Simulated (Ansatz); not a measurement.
Two isomers of C2H8BNSi: A = `C=NB(C)[SiH3]`, B = `C=CB(N)[SiH3]`.

Program: Ansatz. Geometries: PBE0-D4/def2-TZVP. ΔE: electronic, gas phase. CBS: MP2 limit from def2 TZ/QZ plus the TZ coupled-cluster correction, frozen cores. Functionals use def2-TZVPP. B3LYP here is the variant with VWN-RPA as its local correlation; programs differ in this. One conformer a species, not always the lowest.

(1) Which is lower in electronic energy at CCSD(T)/CBS, and by how much? (Estimate.)

(2) Give E(B) − E(A) in kJ/mol with PBE-D4, r2SCAN-D4, B3LYP, CCSD(T)/def2-TZVPP, CCSD/def2-TZVPP, B2PLYP, PBE0-D4. (Estimate.)

Largest T1 diagnostic: 0.015.

Results:

(1) The calculation gave: B, by 45.6 kJ/mol.

(2) Computed: PBE-D4 -23.3, r2SCAN-D4 -28.6, B3LYP -30.0, CCSD(T)/def2-TZVPP -43.0, CCSD/def2-TZVPP -44.8, B2PLYP -36.0, PBE0-D4 -33.3. None reverses the order clearly.

From PBE to PBE0 (25 % exact exchange), in def2-TZVPP and without D4, E(B) − E(A) moves by −10.2 kJ/mol. In def2-TZVPP, CCSD(T) changes the Hartree–Fock value by +6.7 kJ/mol (the triples alone add +1.9 kJ/mol) and MP2 by +5.4 kJ/mol.
